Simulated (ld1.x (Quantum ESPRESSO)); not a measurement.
Results of a calculation; reference values are marked as such.
# Pseudopotentials across the periodic table

Generated with ld1.x 7.5 (TM, RRKJ, ultrasoft, PAW), atompaw 4.2 or ONCVPSP 4.0.1. The cutoff is in Ry: for ld1.x and atompaw files where the sum of valence levels is converged to 10 mRy in a Bessel basis, for ONCV files where the hardest occupied wave has 1 mHa per electron of residual kinetic energy. The error is the largest all-electron minus pseudo excitation energy over each file’s own four to seven test configurations (ionisations up to +4, promotions, holes and added fractions of an electron), all of which were solved. The labels leave out finer settings (local radius, basis sizes, second energies), which also bear on the numbers. Spin-polarised tests are not counted. The rows are a selection from randomly drawn settings: files with unsolved tests, undetermined cutoffs or missed reference levels are left out.

```csv
element,potential,cutoff (Ry),largest error (meV),bound ghosts
O,"ultrasoft, BP86, scalar-relativistic, rc 0.90/1.45 (sp), local smoothed, core correction yes, reference 2s1.75 2p4.25",35,+25,none
F,"TM semilocal, LDA (PZ), non-relativistic, rc 0.70/1.20 (sp), local p, core correction yes, reference 2s2 2p5",160,+1125,none
K,"TM, PBE, scalar-relativistic, rc 3.20/3.65/4.20 (spd), local s, core correction yes, reference 3d0 4s0.75 4p0",6,-2.0,none
V,"RRKJ, revPBE, scalar-relativistic, rc 2.95/1.55/2.25 (spd), local s, core correction yes, reference 3p6 3d3 4s2 4p0",45,-742,none
As,"ultrasoft, PBE, scalar-relativistic, rc 1.60/1.60 (sp), local smoothed, core correction no, reference 4s2 4p3",15,+78,none
Bi,"TM semilocal, LDA (PZ), scalar-relativistic, rc 1.65/1.90 (sp), local p, core correction yes, reference 6s1.75 6p3.25",35,-791,none
```

(1) Fill in the row for N: ultrasoft, revPBE, non-relativistic, rc 1.10/1.00 (sp), local smoothed, core correction yes, reference 2s2 2p1.5.

## Answers

(1) cutoff 60 Ry, largest error -47 meV, bound ghosts: none.
